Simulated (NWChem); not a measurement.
Species: C$_{4}$H$_{8}$; SMILES C/C=C\C

Computed with NWChem. Medium grid unless said otherwise, to which SCAN and Minnesota functionals are sensitive. All runs use the structure optimised with B3LYP/6-31G* (spherical d).

Problem. Estimate the computed values for M06/def2-SVP. Quantities: highest occupied level (eV); orbital gap (eV); dipole (D).

Solution. 
| Item | Value |
|---|---|
| highest occupied level (eV) | -6.87 |
| orbital gap (eV) | 7.74 |
| dipole (D) | 0.25 |
